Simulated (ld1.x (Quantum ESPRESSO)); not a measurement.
u(r) = r·R(r): atom against pseudo-atom (iridium)

Columns: radius, all-electron u(r) and pseudo u(r) of the 5p shell (level -54.92 eV) of iridium in the configuration [Kr] 4d10 4f14 5s2 5p6 5d7 6s2 6p0; LDA (PZ), scalar-relativistic, TM scheme, ld1.x (Quantum ESPRESSO) 7.5.

```tsv
r (bohr)	all-electron	pseudo
0.080	-0.0519	-0.0107
0.160	-0.3578	-0.0427
0.240	0.1623	-0.0965
0.320	0.5491	-0.1723
0.400	0.5362	-0.2703
0.480	0.2591	-0.3892
0.560	-0.1088	-0.5255
0.640	-0.4571	-0.6715
0.720	-0.7351	-0.8153
0.800	-0.9291	-0.9415
0.880	-1.0449	-1.0350
0.960	-1.0958	-1.0860
1.040	-1.0973	-1.0929
1.120	-1.0635	-1.0625
1.200	-1.0064	-1.0063
1.280	-0.9351	-0.9351
1.360	-0.8567	-0.8567
1.440	-0.7762	-0.7762
1.520	-0.6970	-0.6970
1.600	-0.6213	-0.6213
1.680	-0.5506	-0.5506
1.760	-0.4856	-0.4856
1.840	-0.4265	-0.4265
1.920	-0.3733	-0.3733
2.000	-0.3258	-0.3258
2.080	-0.2836	-0.2836
```

(1) How many radial nodes do the two functions have?

(2) At about which radius was the pseudo-wave matched?

(3) Is the pseudo-wave norm-conserving?

Results:

(1) The all-electron 5p function has n − l − 1 = 3 (the table is too coarse to show those close to the nucleus); the pseudo-wave has 0, since the states of the same l below it are removed with the core.

(2) 1.30 bohr. The columns agree to 0.0005 from 1.20 bohr on; several derivatives are matched, so the curves merge somewhat inside the radius.

(3) Yes: the TM scheme keeps the norm inside the radius equal to the all-electron one, which fixes the energy derivative of the logarithmic derivative at the level.
